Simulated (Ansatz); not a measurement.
Ansatz results at the PBE0-D4/def2-TZVP geometry: size of the dipole moment (B3LYP/def2-TZVPP) 1.76 D; HOMO energy (B3LYP/def2-TZVPP) -6.61 eV; HOMO energy (PBE/def2-TZVPP) -5.55 eV.

Each molecule was computed in one conformer, which needn't be the lowest.

(1) Which molecule gave them?
A. `[CH3][AlH][NH]C[SiH3]`
B. `[SiH3]C1=C(Cl)B1`
C. `[OH][Zn][SeH]`
D. `C[NH][Al]([CH3])[SiH3]`

Answers

(1) D. The others give `[SiH3]C1=C(Cl)B1`: 0.76, -7.68, -6.63; `[CH3][AlH][NH]C[SiH3]`: 0.98, -6.38, -5.39; `[OH][Zn][SeH]`: 1.38, -6.94, -6.04.

B3LYP here is the variant with VWN-RPA as its local correlation; programs differ in this.
